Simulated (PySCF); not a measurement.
# Orbital energies, ionisation energy and electron affinity

C3H8N2OSi.
Cartesian coordinates in Å at the PBE0-D3(BJ)/def2-SVP level; atoms count from 1:
```xyz
15
C3H8N2OSi angstrom
C     -2.681    0.264    0.207
C     -1.478   -0.606   -0.059
O     -1.559   -1.788   -0.346
N     -0.255   -0.006    0.014
Si     1.185   -0.956   -0.302
C      2.530    0.365   -0.046
N      2.143    1.535    0.279
H     -2.804    0.990   -0.612
H     -2.562    0.832    1.142
H     -3.576   -0.366    0.264
H     -0.142    0.975    0.260
H      1.258   -1.480   -1.695
H      1.387   -2.072    0.664
H      3.603    0.114   -0.177
H      2.933    2.180    0.398
```

Level: CAM-B3LYP/def2-SVPD (PySCF). Frontier orbitals with their largest atomic shares (Löwdin; up to four atoms above 4 %):

```csv
orbital,ε (eV),main atoms
HOMO−3,-10.79,"N7 24 %, Si5 20 %, C6 16 %, H12 12 %"
HOMO−2,-9.32,"N7 33 %, O3 17 %, C6 16 %, Si5 7 %"
HOMO−1,-9.23,"N4 46 %, O3 27 %, C2 9 %, Si5 8 %"
HOMO,-8.94,?
LUMO,0.00,"C6 38 %, N7 37 %, Si5 10 %, H14 6 %"
LUMO+1,1.11,"Si5 23 %, C6 15 %, C1 10 %, H15 8 %"
LUMO+2,1.29,"Si5 24 %, H14 15 %, C6 12 %, H12 10 %"
```

Question: What vertical ionisation energy does ΔSCF give, and how far is −ε(HOMO) from it?

Answer: ΔSCF: 9.71 eV (936 kJ/mol; threshold wavelength 128 nm); ⟨S²⟩ of the doublet left behind is 0.758, against 0.75 for a pure doublet. −ε(HOMO) is 8.94 eV, 0.77 eV below it. For the exact functional −ε(HOMO) would equal the first vertical ionisation energy; CAM-B3LYP (range-separated hybrid) falls short of its own ΔSCF value by 8 %. Holes in the HOMO−1 and HOMO−2 were tried too where these lie within 1.2 eV of the HOMO; the lowest converged state counts.

Question: On which atoms does the HOMO lie?

Answer: O3 (amide oxygen) 52 %, N7 (C=N nitrogen) 14 %, C2 (amide carbonyl carbon) 6 %, C1 (methyl carbon next to a carbonyl) 6 %. The HOMO−1 lies 0.29 eV lower.

Question: And the vertical electron affinity, the fundamental gap, Mulliken's electronegativity and the hardness (with the factor ½)?

Answer: EA = -0.76 eV by ΔSCF (−ε(LUMO) = 0.00 eV); a negative value means that the added electron isn't bound at this geometry and level, and the number then depends on the basis. IE − EA = 10.47 eV against an orbital gap of 8.94 eV; (IE + EA)/2 = 4.48 eV; (IE − EA)/2 = 5.24 eV. Parr's electrophilicity index (IE + EA)²/[8(IE − EA)] is 0.96 eV.

Question: Shift the occupied levels rigidly so that −ε(HOMO) equals the ΔSCF value. What binding energies result?

Answer: The shift is +0.77 eV: HOMO 9.71, HOMO−1 10.00, HOMO−2 10.09, HOMO−3 11.56 eV. A rigid shift is only a rough guide to the deeper ionisations.

Question: How many of the 10 lowest singlet excitations (vertical TDDFT, same level) lie below the ionisation energy?

Answer: All 10; they run from 4.66 to 7.59 eV.

Question: What total energies stand behind the ΔSCF value?

Answer: E(N) = -592.94884 Eh and E(N − 1) = -592.59217 Eh at the same geometry, 0.35667 Eh apart. With one more electron, E(N + 1) = -592.92103 Eh.

Question: What kinetic energy would electrons from this vertical process carry with Lyman-α light (10.199 eV)?

Answer: 10.20 − 9.71 = 0.49 eV.

Geometry: PBE0-D3(BJ)/def2-SVP, one conformer, isolated molecule.
